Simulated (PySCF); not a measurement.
This PySCF input asks for the NMR shieldings of SMILES CC[C@@]1(F)CO[S@](=O)O1, C$_{4}$H$_{7}$FO$_{3}$S; the geometry comes from GFN2-xTB.

```python
import basis_set_exchange as bse
import numpy as np
from pyscf import gto, dft
from pyscf.prop import nmr

atoms = """
C    -2.129256    0.097532    0.100784
C    -0.989229   -0.638644    0.793110
C     0.354271   -0.401391    0.108782
F     0.269143   -0.902079   -1.185314
C     0.790456    1.075150    0.009116
O     2.184344    1.069684   -0.028746
S     2.890259   -0.285417    0.654428
O     3.721603   -0.894445   -0.324519
O     1.369532   -1.056617    0.756726
H    -2.166605   -0.174930   -0.950715
H    -2.005666    1.174941    0.178275
H    -3.074500   -0.175241    0.562051
H    -1.170094   -1.714487    0.770779
H    -0.894903   -0.329006    1.834557
H     0.410791    1.532408   -0.907124
H     0.432256    1.631486    0.883883
"""
names = dict.fromkeys(["C", "F", "O", "S", "H"], "pcSseg-1")
basis = {el: gto.basis.parse(bse.get_basis(n, elements=[el], fmt="nwchem")) for el, n in names.items()}
mol = gto.M(atom=atoms, basis=basis, charge=0, verbose=0)
mf = dft.RKS(mol, xc="PBE0")
mf.grids.level = 2
mf.grids.alignment = dft.numint.BLKSIZE   # the property module wants whole blocks of grid points
mf.conv_tol = 1e-9
mf.kernel()

calc = nmr.RKS(mf)   # GIAO
C = mf.mo_coeff
Co = C[:, mf.mo_occ > 0]
resp = mf.gen_response(singlet=True, hermi=2)
def vind(x):   # induced exchange potential for any number of trial vectors
    d = np.einsum("pi,xij,qj->xpq", C, 2 * x.reshape(-1, C.shape[1], Co.shape[1]), Co, optimize=True)
    return np.einsum("xpq,pi,qj->xij", resp(d - d.transpose(0, 2, 1)), C, Co, optimize=True).ravel()
mo1, _ = nmr.rhf.solve_mo1(calc, with_cphf=vind)
sigma = calc.kernel(mo1)
for i, s in enumerate(sigma):   # ppm
    w = np.linalg.eigvalsh((s + s.T) / 2)
    print("%2d %-2s iso %8.1f  s11 %8.1f  s22 %8.1f  s33 %8.1f" % (i, mol.atom_pure_symbol(i), w.mean(), *w))
```

Task: What does it print?

Result: 
```
 0 C  iso    177.1  s11    168.7  s22    174.7  s33    187.8
 1 C  iso    152.2  s11    135.3  s22    148.8  s33    172.4
 2 C  iso     65.2  s11     53.7  s22     57.2  s33     84.7
 3 F  iso    295.1  s11    203.0  s22    322.9  s33    359.5
 4 C  iso    104.6  s11     71.0  s22    102.8  s33    140.0
 5 O  iso    146.1  s11     40.8  s22     85.6  s33    311.9
 6 S  iso    -79.0  s11   -348.6  s22    -21.4  s33    133.1
 7 O  iso      2.5  s11   -246.2  s22     36.9  s33    216.8
 8 O  iso     72.4  s11    -26.1  s22     72.2  s33    171.3
 9 H  iso     30.3  s11     25.4  s22     29.4  s33     35.9
10 H  iso     30.9  s11     26.0  s22     30.2  s33     36.6
11 H  iso     30.5  s11     25.7  s22     27.5  s33     38.3
12 H  iso     29.2  s11     24.5  s22     29.0  s33     34.2
13 H  iso     30.2  s11     25.5  s22     29.6  s33     35.4
14 H  iso     26.6  s11     22.1  s22     27.2  s33     30.5
15 H  iso     27.5  s11     22.2  s22     28.5  s33     31.6
```

These numbers come from an equivalent density-fitted implementation of the same equations, which agrees with the script to about 0.01 ppm for H and up to a few tenths of a ppm for heavy atoms, so last digits may differ.

Task: Turn these shieldings into chemical shifts. Chemical shifts δ = σref − σ; TMS for ¹³C (σref 186.93), ¹H (σref 31.72); CFCl3 for ¹⁹F (σref 170.95); H2O for ¹⁷O (σref 336.08); ³³S (σref 503.73) vs CS2, all at this level.

Result: Averaging equivalent atoms: C 2: 121.7; C 4: 82.3; C 1: 34.7; C 0: 9.9; F 3: -124.2; O 7: 333.6; O 8: 263.6; O 5: 190.0; S 6: 583; H 14: 5.12; H 15: 4.26; H 12: 2.49; H 13: 1.54; H 9/10/11: 1.15 ppm. Unscaled 19F shifts against computed CFCl3 carry errors that often reach 10 to 50 ppm. Unscaled 17O shifts of doubly bonded oxygen tend to come out too high, by tens of ppm or more. Experimental scales use liquid or dissolved standards, which lie at an offset from isolated H2O (liquid H2O: subtract about 36 ppm).

Size and cost of the density-fitted run: 195 basis functions, 31 s wall time on 1 thread of an Arm Neoverse V1, shared host; peak memory 0.86 GiB.
